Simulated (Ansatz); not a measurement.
A nudged elastic band was laid between two geometries of CH6BClO2 (11 atoms, charge 0, multiplicity 1).

Method: RKS PBE-D4/def2-SVP (Ansatz).

- movable images: 7
- climbing image: yes
- spring: 0.1 eV/Å²
- optimiser: quadratic models (default)
- start path: through a guess of the saddle point
- force threshold: 0.03 eV/Å
- iteration limit: 60
- end points: relaxed

First end point:

```xyz
11
Properties=species:S:1:pos:R:3
B 0.059 -0.008 0.428
O -0.941 -0.750 1.037
H -1.817 -0.389 0.817
Cl 1.671 -0.909 0.366
H -0.168 0.732 -0.520
O 0.454 1.243 1.668
C 1.449 2.219 1.298
H 2.381 1.719 0.966
H 1.024 2.795 0.457
H 1.641 2.897 2.152
H 0.814 0.678 2.387
```

Last end point:

```xyz
11
Properties=species:S:1:pos:R:3
B 0.213 0.522 0.206
O -0.640 -0.007 1.833
H -0.185 -0.873 1.926
Cl 1.550 -0.775 0.278
H -0.684 0.282 -0.583
O 0.543 1.836 0.380
C 1.615 2.271 1.195
H 2.533 1.669 1.022
H 1.825 3.333 0.957
H 1.350 2.198 2.274
H -1.555 -0.227 1.567
```

Which bonds break or form, and what moves?

Bonds broken: B1–O2, O6–H11. Bonds formed: O2–H11. CH6BClO2 becomes CH4BClO + H2O.

Give the energies along the band, and the barrier.

The run converged. The highest image is number 4 of 0 to 8, 10.7 kcal/mol above the first end and 9.7 kcal/mol above the last; the last end lies 1.1 kcal/mol above the first. The order of the stationary point at the top wasn't checked. The orbitals stay closed-shell, which can raise the energy where a bond breaks towards radicals; this wasn't checked here.

```json
{"image": "0", "path coordinate (Å)": "0.00", "energy (kcal/mol)": "0.0", "B1–O2 (Å)": "1.39", "O6–H11 (Å)": "0.98", "O2–H11 (Å)": "2.63"}
{"image": "1", "path coordinate (Å)": "0.63", "energy (kcal/mol)": "0.2", "B1–O2 (Å)": "1.39", "O6–H11 (Å)": "0.98", "O2–H11 (Å)": "2.45"}
{"image": "2", "path coordinate (Å)": "1.25", "energy (kcal/mol)": "0.5", "B1–O2 (Å)": "1.40", "O6–H11 (Å)": "0.98", "O2–H11 (Å)": "2.24"}
{"image": "3", "path coordinate (Å)": "1.89", "energy (kcal/mol)": "1.4", "B1–O2 (Å)": "1.42", "O6–H11 (Å)": "0.99", "O2–H11 (Å)": "1.94"}
{"image": "4", "path coordinate (Å)": "2.52", "energy (kcal/mol)": "10.7", "B1–O2 (Å)": "1.56", "O6–H11 (Å)": "1.25", "O2–H11 (Å)": "1.22"}
{"image": "5", "path coordinate (Å)": "3.37", "energy (kcal/mol)": "3.4", "B1–O2 (Å)": "1.95", "O6–H11 (Å)": "2.14", "O2–H11 (Å)": "0.98"}
{"image": "6", "path coordinate (Å)": "4.23", "energy (kcal/mol)": "2.6", "B1–O2 (Å)": "2.06", "O6–H11 (Å)": "2.54", "O2–H11 (Å)": "0.98"}
{"image": "7", "path coordinate (Å)": "5.08", "energy (kcal/mol)": "1.8", "B1–O2 (Å)": "2.00", "O6–H11 (Å)": "2.92", "O2–H11 (Å)": "0.98"}
{"image": "8", "path coordinate (Å)": "5.92", "energy (kcal/mol)": "1.1", "B1–O2 (Å)": "1.91", "O6–H11 (Å)": "3.17", "O2–H11 (Å)": "0.98"}
```

What is the geometry of the highest image?


```xyz
11
Properties=species:S:1:pos:R:3:forces:R:3
B 0.215 0.163 0.294 0.00 0.00 0.00
O -0.648 -0.402 1.468 0.00 0.01 0.00
H -1.584 -0.458 1.198 0.00 -0.01 0.00
Cl 1.797 -0.732 0.155 0.00 0.00 0.00
H -0.415 0.274 -0.743 0.00 0.00 0.00
O 0.334 1.498 1.074 -0.01 0.00 0.00
C 1.562 2.151 1.393 0.01 0.00 0.00
H 2.325 1.435 1.760 0.00 0.00 0.00
H 1.953 2.654 0.486 0.00 0.00 0.00
H 1.352 2.917 2.165 0.00 0.00 0.00
H -0.325 0.729 1.805 0.00 0.00 0.00
```

Time of the run: 5 min on 2 threads of Intel(R) Xeon(R) Platinum 8259CL CPU @ 2.50GHz (Skylake/Cascade Lake), on a shared host, peak memory 0.16 GiB.
